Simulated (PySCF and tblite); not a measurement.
Results of a calculation; reference values are marked as such.
## Dynamics report: rearrangement

System: C5H10GeSi, numbered as in [SiH3:1][C:2]1([GeH3:3])[CH:4]=[CH:5][CH:6]=[CH:7]1.

Motion: shift of Si1 from C2 to C7. Geometries: PBE0-D3(BJ)/def2-SVP; energies: B3LYP/pcSseg-1 + D3(BJ); zero-point and thermal terms from GFN2-xTB harmonic modes (soft modes blended into free rotors). Rate constants are transition-state-theory values, counting equivalent paths, without tunnelling. Run with tblite and PySCF.

```json
{"point": "start", "symmetry": "Cs", "E(GFN2) kcal/mol": "0.0", "E(DFT) kcal/mol": "0.0", "ZPE change kcal/mol": "0.00", "lowest mode cm⁻¹": "61", "dipole D": "0.25"}
{"point": "saddle", "symmetry": "C1", "E(GFN2) kcal/mol": "9.6", "E(DFT) kcal/mol": "17.6", "ZPE change kcal/mol": "0.00", "lowest mode cm⁻¹": "234i", "dipole D": "0.21"}
{"point": "end", "symmetry": "C1", "E(GFN2) kcal/mol": "0.3", "E(DFT) kcal/mol": "3.5", "ZPE change kcal/mol": "0.16", "lowest mode cm⁻¹": "56", "dipole D": "0.70"}
```

* Electronic barrier: 17.6 kcal/mol
* Barrier with zero-point energy: 17.6 kcal/mol
* ΔH‡ (298 K): 17.1 kcal/mol
* ΔS‡ (298 K, symmetry apart): -3.6 cal/(mol K)
* Paths: 2 equivalent paths
* End point: a different minimum
* Mean lifetime of the start against this motion at 298 K: 1.7 s
* Cost: 9.7 min on 1 thread of Arm Neoverse V1, on a host shared with other jobs (rough), peak memory 1 GiB, launched as `OMP_NUM_THREADS=1 python ens_run.py task.json out`

```csv
T/K,ΔG‡ kcal/mol,k s⁻¹,ΔG kcal/mol,k back s⁻¹
150,17.8,8×10⁻¹⁴,3.6,7.4×10⁻⁹
200,17.9,2.4×10⁻⁷,3.6,0.001
250,18.0,0.0018,3.6,1.3
298,18.2,0.6,3.6,133
350,18.3,52,3.6,4730
400,18.5,1290,3.6,6.2×10⁴
500,18.9,1.2×10⁵,3.7,2.3×10⁶
```

ΔG and ΔG‡ leave out symmetry numbers and mirror images; rates count paths: 2 out, 1 back.

Spin–orbit effects of heavy atoms on shieldings are missing.
